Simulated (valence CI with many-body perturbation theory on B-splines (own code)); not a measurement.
**Level structure of N III**

Level of theory: valence CI with perturbative core correlation (CI+MBPT): three valence electrons over a frozen Dirac-Fock core [He], radial functions for each j: 11 s, 11 p, 9 d, 7 f, 5 g, 2 h, 1 i, with the one-electron correlation potential Σ1, the two-electron term Σ2, the three-electron term Σ3, Breit, model QED; selected CI, second order for the rest, scaled by the run's own slope (own B-spline code, finite nucleus).

Against 59 measured levels this calculation errs by 57 cm⁻¹ on average and by 133 at most. These come from a selection out of Moore, Selected Tables of Atomic Spectra, NSRDS-NBS 3, section 5. Levels without a partner in it may be off by more.

Levels 1 to 45 of 65, with energies above the lowest level, 2s2 2p 2P°_1/2. "Leading %" is the weight of the configuration and term that name the level; weights of strongly mixed levels are sums over their largest components and can fall short. In the jj column 3d3/2^4 stands for four electrons in 3d with j = 3/2.

| No. | Configuration | Term | J | E (cm⁻¹) | Leading % | g | Leading jj |
| --- | --- | --- | --- | --- | --- | --- | --- |
| 1 | 2s2 2p | 2P° | 1/2 | 0 | 95 | 0.666 | 2s^2 2p1/2 (95 %) |
| 2 | 2s2 2p | 2P° | 3/2 | 174 | 95 | 1.334 | 2s^2 2p3/2 (95 %) |
| 3 | 2s 2p2 | 4P | 1/2 | 57135 | 100 | 2.670 | 2s 2p1/2^2 (44 %) |
| 4 | 2s 2p2 | 4P | 3/2 | 57195 | 100 | 1.735 | 2s 2p1/2 2p3/2 (88 %) |
| 5 | 2s 2p2 | 4P | 5/2 | 57275 | 100 | 1.601 | 2s 2p3/2^2 (66 %) |
| 6 | 2s 2p2 | 2D | 5/2 | 101078 | 98 | 1.200 | 2s 2p1/2 2p3/2 (65 %) |
| 7 | 2s 2p2 | 2D | 3/2 | 101085 | 98 | 0.799 | 2s 2p1/2 2p3/2 (65 %) |
| 8 | 2s 2p2 | 2S | 1/2 | 131130 | 98 | 2.002 | 2s 2p3/2^2 (65 %) |
| 9 | 2s 2p2 | 2P | 1/2 | 146009 | 97 | 0.666 | 2s 2p1/2 2p3/2 (65 %) |
| 10 | 2s 2p2 | 2P | 3/2 | 146117 | 97 | 1.334 | 2s 2p3/2^2 (54 %) |
| 11 | 2p3 | 4S° | 3/2 | 186825 | 99 | 2.002 | 2p1/2 2p3/2^2 (55 %) |
| 12 | 2p3 | 2D° | 5/2 | 203131 | 95 | 1.200 | 2p1/2 2p3/2^2 (95 %) |
| 13 | 2p3 | 2D° | 3/2 | 203147 | 95 | 0.799 | 2p1/2 2p3/2^2 (42 %) |
| 14 | 2s2 3s | 2S | 1/2 | 221261 | 90 | 2.002 | 2s^2 3s (90 %) |
| 15 | 2p3 | 2P° | 1/2 | 230526 | 91 | 0.666 | 2p1/2 2p3/2^2 (91 %) |
| 16 | 2p3 | 2P° | 3/2 | 230530 | 91 | 1.334 | 2p3/2^3 (46 %) |
| 17 | 2s2 3p | 2P° | 1/2 | 245612 | 90 | 0.666 | 2s^2 3p1/2 (90 %) |
| 18 | 2s2 3p | 2P° | 3/2 | 245648 | 90 | 1.334 | 2s^2 3p3/2 (90 %) |
| 19 | 2s2 3d | 2D | 3/2 | 267198 | 91 | 0.799 | 2s^2 3d3/2 (91 %) |
| 20 | 2s2 3d | 2D | 5/2 | 267204 | 91 | 1.200 | 2s^2 3d5/2 (91 %) |
| 21 | 2s 2p 3s | 4P° | 1/2 | 287474 | 97 | 2.670 | 2s 2p1/2 3s (86 %) |
| 22 | 2s 2p 3s | 4P° | 3/2 | 287537 | 97 | 1.735 | 2s 2p1/2 3s (54 %) |
| 23 | 2s 2p 3s | 4P° | 5/2 | 287652 | 97 | 1.601 | 2s 2p3/2 3s (97 %) |
| 24 | 2s 2p 3s | 2P° | 1/2 | 297114 | 85 | 0.666 | 2s 2p1/2 3s (64 %) |
| 25 | 2s 2p 3s | 2P° | 3/2 | 297228 | 85 | 1.334 | 2s 2p3/2 3s (75 %) |
| 26 | 2s2 4s | 2S | 1/2 | 301002 | 91 | 2.002 | 2s^2 4s (91 %) |
| 27 | 2s 2p 3p | 2P | 1/2 | 309080 | 94 | 0.659 | 2s 2p3/2 3p3/2 (40 %) |
| 28 | 2s 2p 3p | 2P | 3/2 | 309134 | 94 | 1.333 | 2s 2p3/2 3p3/2 (49 %) |
| 29 | 2s 2p 3p | 4D | 1/2 | 309604 | 97 | 0.004 | 2s 2p1/2 3p1/2 (65 %) |
| 30 | 2s 2p 3p | 4D | 3/2 | 309640 | 97 | 1.201 | 2s 2p1/2 3p1/2 (32 %) |
| 31 | 2s 2p 3p | 4D | 5/2 | 309702 | 98 | 1.372 | 2s 2p1/2 3p3/2 (38 %) |
| 32 | 2s 2p 3p | 4D | 7/2 | 309798 | 98 | 1.429 | 2s 2p3/2 3p3/2 (98 %) |
| 33 | 2s2 4p | 2P° | 1/2 | 311615 | 85 | 0.666 | 2s^2 4p1/2 (85 %) |
| 34 | 2s2 4p | 2P° | 3/2 | 311639 | 85 | 1.334 | 2s^2 4p3/2 (85 %) |
| 35 | 2s 2p 3p | 4S | 3/2 | 314168 | 98 | 2.002 | 2s 2p3/2 3p3/2 (37 %) |
| 36 | 2s 2p 3p | 4P | 1/2 | 317214 | 97 | 2.670 | 2s 2p1/2 3p1/2 (44 %) |
| 37 | 2s 2p 3p | 4P | 3/2 | 317257 | 97 | 1.735 | 2s 2p3/2 3p1/2 (45 %) |
| 38 | 2s 2p 3p | 4P | 5/2 | 317316 | 97 | 1.601 | 2s 2p3/2 3p3/2 (63 %) |
| 39 | 2s2 4d | 2D | 3/2 | 317696 | 71 | 0.800 | 2s^2 4d3/2 (71 %) |
| 40 | 2s2 4d | 2D | 5/2 | 317728 | 72 | 1.201 | 2s^2 4d5/2 (72 %) |
| 41 | 2s2 4f | 2F° | 5/2 | 320305 | 92 | 0.857 | 2s^2 4f5/2 (92 %) |
| 42 | 2s2 4f | 2F° | 7/2 | 320306 | 92 | 1.143 | 2s^2 4f7/2 (92 %) |
| 43 | 2s 2p 3p | 2D | 3/2 | 320952 | 74 | 0.799 | 2s 2p1/2 3p3/2 (43 %) |
| 44 | 2s 2p 3p | 2D | 5/2 | 321040 | 75 | 1.200 | 2s 2p3/2 3p3/2 (36 %) |
| 45 | 2s 2p 3p | 2S | 1/2 | 327081 | 92 | 2.002 | 2s 2p3/2 3p3/2 (52 %) |

Where two levels of one J and parity lie close, their mixing, g and order are uncertain.

The ionisation energy to 2s2 1S_0 of the next ion comes out as 47.442 eV (NIST: 47.4453 eV (semi-empirical)). All 65 levels together are meant to be complete up to 341964 cm⁻¹.
